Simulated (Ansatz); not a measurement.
`CSC([SiH3])S` + `N=[CH][SnH3]` → `[SiH3]/N=[CH]\[SnH3]` + `CSCS`  (ligand exchange at the Si–C bond)

Isolated molecules relaxed with PBE0-D4/def2-TZVP in Ansatz; ΔE leaves out vibrations. CBS: MP2 limit from def2 TZ/QZ plus the TZ coupled-cluster correction, frozen cores. Functionals use def2-TZVPP. B3LYP here is the variant with VWN-RPA as its local correlation; programs differ in this. Elements past krypton have def2 core potentials. For Sn outer-core shells are correlated without core-valence functions, which leaves a few kJ/mol of doubt a bond. One conformer a species, not always the lowest.

`CSC([SiH3])S`:

Z-matrix (Å, degrees):
```
C
S 1 1.799
H 1 1.091 2 106.3
H 1 1.092 2 110.9 3 117.9
H 1 1.090 2 112.1 3 -118.7
C 2 1.815 1 100.6 3 -179.0
S 6 1.806 2 110.3 1 162.9
Si 6 1.886 2 112.7 1 -74.8
H 6 1.095 2 108.9 1 49.1
H 7 1.344 6 96.8 2 74.0
H 8 1.486 6 110.2 2 171.5
H 8 1.485 6 107.4 2 -68.5
H 8 1.488 6 111.2 2 50.9
```

`N=[CH][SnH3]`:

```xyz
8

N     1.025    0.679   -1.354
C     0.819    0.470   -0.123
Sn   -0.973   -0.583    0.458
H     1.901    1.185   -1.510
H     1.517    0.804    0.659
H    -1.842   -0.992   -0.944
H    -1.907    0.421    1.479
H    -0.540   -1.985    1.335
```

`[SiH3]/N=[CH]\[SnH3]`:

```xyz
11

Si   -0.681    1.620    0.822
N     0.652    1.354   -0.261
C     1.033    0.262   -0.755
Sn    0.203   -1.758   -0.476
H    -1.396    0.346    1.147
H    -0.147    2.219    2.069
H    -1.622    2.561    0.170
H     1.905    0.284   -1.428
H     0.280   -2.244    1.158
H    -1.409   -1.850   -1.026
H     1.182   -2.794   -1.420
```

`CSCS`:

Z-matrix (Å, degrees):
```
C
S 1 1.794
H 1 1.092 2 111.3
H 1 1.090 2 107.0 3 119.0
H 1 1.091 2 110.2 3 -122.4
C 2 1.795 1 100.2 3 66.7
S 6 1.811 2 116.8 1 63.3
H 6 1.090 2 106.1 1 -173.4
H 6 1.092 2 110.5 1 -56.8
H 7 1.342 6 96.2 2 58.3
```

Question: Is it downhill or uphill in electronic energy at CCSD(T)/CBS, and by how much? (Best estimate.)

Answer: Ansatz gave: Downhill: ΔE = -42.5 kJ/mol.

Question: What do these levels give: B3LYP-D4, B2PLYP, PBE0, B3LYP, CCSD/def2-TZVPP, CCSD(T)/def2-TZVPP, HF/def2-QZVPP, MP2/def2-QZVPP, SCS-MP2/def2-QZVPP, HF/CBS(def2), MP2/CBS(def2), CCSD/CBS(def2)? (Best estimate.)

Answer: Computed: B3LYP-D4 -50.8, B2PLYP -50.3, PBE0 -45.7, B3LYP -54.1, CCSD/def2-TZVPP -43.2, CCSD(T)/def2-TZVPP -42.0, HF/def2-QZVPP -57.2, MP2/def2-QZVPP -43.2, SCS-MP2/def2-QZVPP -45.1, HF/CBS(def2) -57.3, MP2/CBS(def2) -43.2, CCSD/CBS(def2) -43.8 kJ/mol.

Largest T1 diagnostic among the species: 0.015.

The D4 term adds +3.3 kJ/mol with B3LYP and +1.8 kJ/mol with PBE0; it sums over pairs of atoms, weighted by their polarisabilities, and B3LYP, whose exchange is more repulsive, gets the larger term. In def2-TZVPP, CCSD(T) changes the Hartree–Fock value by +14.7 kJ/mol (the triples alone add +1.2 kJ/mol) and MP2 by +14.0 kJ/mol.
